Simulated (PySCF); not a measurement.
WHCl, triplet: structure and spectrum

All numbers come from UPBE0 in PySCF with W def2-TZVP with ECP60, H def2-TZVP, Cl def2-TZVP; scalar-relativistic core potentials, no spin–orbit coupling; density-fitted integrals.

The structure is a minimum.

Coordinates in bohr (charge 0 multiplicity 3):
```
W    -0.2167    0.1349   -0.5997
H     1.1951   -0.7438   -3.3606
Cl    1.1054   -0.6880    3.2514
```

- Point group: Cs
- Bond lengths: W–Cl 2.198 Å, W–H 1.706 Å
- Bond angles: Cl–W–H 126.9°
- Principal quadrupole moments (Buckingham, traceless) about the centre of mass: -2.26, -1.33, 3.58 D Å
- Rotational constants: 9.162, 0.1171, 0.1157 cm⁻¹
- Dipole moment: 1.27 D
- Lowest empty level (α): -3.49 eV
- Rotational symmetry number: 1
- Spin squared ⟨S²⟩: 2.061
- Entropy at 298.15 K and 1 bar (electronic part: spin only): 284.6 J/(mol K)
- Heat capacity Cp at 298.15 K: 44.8 J/(mol K)
- Enthalpy at 298.15 K above 0 K: 11.34 kJ/mol
- Highest occupied level (β): -5.38 eV
- Atomisation energy without zero-point energy: 627 kJ/mol
- Zero-point energy: 17.1 kJ/mol
- Principal polarisabilities: 60.9, 67.4, 86.6 bohr³

Harmonic modes (masses in u: W 183.951, H 1.008, Cl 34.969):
```tsv
symmetry	ω (cm⁻¹)	IR (km/mol)	μ (u)
a'	413	4.5	6.97
a'	473	57.6	1.18
a'	1980	112	1.01
```

Charges (e):
```json
{"atom": "W1", "Mulliken": "0.36", "Löwdin": "0.01", "polar tensor": "0.55", "spin (Mulliken)": "2.12", "Mayer order to W1": "–"}
{"atom": "H2", "Mulliken": "-0.11", "Löwdin": "-0.15", "polar tensor": "-0.21", "spin (Mulliken)": "-0.08", "Mayer order to W1": "0.99"}
{"atom": "Cl3", "Mulliken": "-0.26", "Löwdin": "0.13", "polar tensor": "-0.34", "spin (Mulliken)": "-0.04", "Mayer order to W1": "1.33"}
```

Mulliken populations on W1 (electrons outside its core potential): s 3.27, p 6.23, d 4.11, f 0.03.

Only a few start shapes were tried, so a lower isomer may exist. Open d and f shells are described by one determinant, and the ground state may have another occupation or spin. No spin–orbit coupling is included, which matters more the heavier the element.

The final relaxation and frequency run took 52 s on 2 threads of a shared Arm Neoverse V1 host, with 83 basis functions and 13 gradients; the process peaked at 0.85 GiB.
